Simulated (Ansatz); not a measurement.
Relaxation of a periodic cell of 36 atoms, H6C2O (contents 4 CH3CH2OH, density as packed 0.72 g/cm³ with natural masses), to a largest force component of 0.3 eV/Å in at most 15 steps.

Level of theory: Ansatz 0.2.0, DFT PBEsol, scalar-relativistic, plane waves, PAW. Settings: accuracy low, cutoff 420 eV, k mesh 1x1x1, fermi-dirac smearing 0.05 eV, no spin polarisation.

```xyz
36
Lattice="7.5291 0.0000 0.0000 0.0000 7.5291 0.0000 0.0000 0.0000 7.5291" Properties=species:S:1:pos:R:3:forces:R:3
C -0.409 3.540 0.214 0.47 0.23 0.02
C 0.600 4.554 0.704 -0.05 -0.51 -0.48
O 1.126 5.213 -0.448 0.48 -0.35 0.18
H 1.776 5.866 -0.142 -0.01 0.08 -0.07
H 0.117 5.272 1.381 -0.22 0.25 0.18
H 1.399 4.050 1.267 0.26 -0.10 0.13
H -0.851 2.999 1.054 -0.19 -0.22 0.03
H -1.206 4.043 -0.339 -0.01 0.00 0.13
H 0.074 2.823 -0.452 0.26 -0.30 -0.07
C 2.918 6.674 3.317 -0.33 0.12 0.34
C 1.920 7.625 3.938 0.41 0.14 -0.45
O 2.204 8.926 3.427 -0.21 -0.12 0.10
H 1.566 9.544 3.821 0.04 0.01 0.01
H 0.895 7.317 3.684 -0.30 -0.06 -0.05
H 2.009 7.605 5.034 0.03 0.00 0.30
H 2.752 5.654 3.672 0.00 -0.19 0.06
H 2.822 6.689 2.230 -0.01 0.02 -0.35
H 3.934 6.977 3.579 0.31 0.07 0.02
C 4.489 3.387 5.295 0.38 0.02 -0.02
C 5.753 3.763 4.556 -0.51 -0.30 -0.08
O 5.644 3.226 3.239 0.20 0.01 0.05
H 6.453 3.463 2.756 -0.06 0.08 -0.02
H 5.864 4.856 4.527 0.05 0.30 -0.02
H 6.631 3.354 5.076 0.21 -0.09 0.06
H 4.511 3.772 6.319 -0.02 0.07 0.06
H 3.619 3.801 4.782 -0.28 0.08 -0.14
H 4.386 2.301 5.330 -0.08 -0.28 -0.06
C 6.651 7.167 7.083 -0.66 0.26 -0.02
C 5.214 6.909 7.476 0.43 0.03 -0.01
O 5.085 5.504 7.692 -0.44 0.47 0.14
H 4.163 5.329 7.945 -0.01 -0.11 0.11
H 4.964 7.471 8.387 -0.09 0.09 0.23
H 4.537 7.248 6.680 -0.20 0.05 -0.25
H 6.816 8.233 6.903 -0.02 0.25 -0.01
H 7.322 6.837 7.879 0.05 0.11 0.10
H 6.895 6.615 6.174 0.12 -0.11 -0.14
```

**Question.** Where does it end, and by what steps?

**Answer.** The run converged. The threshold is loose, so the end isn't yet a minimum. Limits of this set-up: coarse k mesh, low accuracy level. After 12 steps the energy has fallen by 1.211 eV; H13 moved furthest, 1.52 Å.

```json
{"step": "0", "energy less start (eV)": "0.0000", "largest force component (eV/Å)": "0.665", "accepted": "yes"}
{"step": "1", "energy less start (eV)": "-0.2758", "largest force component (eV/Å)": "0.317", "accepted": "yes"}
{"step": "2", "energy less start (eV)": "-0.3925", "largest force component (eV/Å)": "0.911", "accepted": "yes"}
{"step": "3", "energy less start (eV)": "-0.4838", "largest force component (eV/Å)": "0.892", "accepted": "yes"}
{"step": "4", "energy less start (eV)": "-0.5645", "largest force component (eV/Å)": "0.711", "accepted": "yes"}
{"step": "5", "energy less start (eV)": "-0.6386", "largest force component (eV/Å)": "0.585", "accepted": "yes"}
{"step": "6", "energy less start (eV)": "-0.7199", "largest force component (eV/Å)": "0.644", "accepted": "yes"}
{"step": "7", "energy less start (eV)": "-0.8232", "largest force component (eV/Å)": "0.572", "accepted": "yes"}
{"step": "8", "energy less start (eV)": "-0.9235", "largest force component (eV/Å)": "0.594", "accepted": "yes"}
{"step": "9", "energy less start (eV)": "-1.0177", "largest force component (eV/Å)": "0.607", "accepted": "yes"}
{"step": "10", "energy less start (eV)": "-1.0968", "largest force component (eV/Å)": "0.317", "accepted": "yes"}
{"step": "11", "energy less start (eV)": "-1.1585", "largest force component (eV/Å)": "0.399", "accepted": "yes"}
{"step": "12", "energy less start (eV)": "-1.2107", "largest force component (eV/Å)": "0.299", "accepted": "yes"}
```

```xyz
36
Lattice="7.5291 0.0000 0.0000 0.0000 7.5291 0.0000 0.0000 0.0000 7.5291" Properties=species:S:1:pos:R:3
C 0.689 3.240 0.169
C 1.195 4.325 1.088
O 2.143 5.174 0.399
H 1.790 6.073 0.387
H 0.355 4.935 1.461
H 1.703 3.885 1.964
H -0.004 2.590 0.726
H 0.150 3.671 -0.691
H 1.522 2.625 -0.206
C 2.683 7.044 3.593
C 1.362 7.728 3.876
O 1.161 8.742 2.893
H 0.307 9.181 3.051
H 0.537 6.983 3.846
H 1.378 8.167 4.902
H 2.865 6.225 4.317
H 2.692 6.601 2.576
H 3.516 7.765 3.661
C 4.772 3.289 4.796
C 5.639 4.230 3.983
O 5.906 3.703 2.691
H 5.558 4.336 2.021
H 5.144 5.224 3.907
H 6.606 4.398 4.514
H 4.654 3.660 5.830
H 3.770 3.179 4.342
H 5.234 2.285 4.840
C 6.418 6.960 7.486
C 4.958 6.643 7.702
O 4.804 5.365 8.320
H 3.836 5.156 8.257
H 4.494 7.432 8.328
H 4.432 6.641 6.726
H 6.519 7.928 6.968
H 6.954 7.042 8.448
H 6.900 6.184 6.867
```

Time of the run: 39 s on 1 thread of Arm Neoverse V1, on a shared host, peak memory 0.43 GiB.
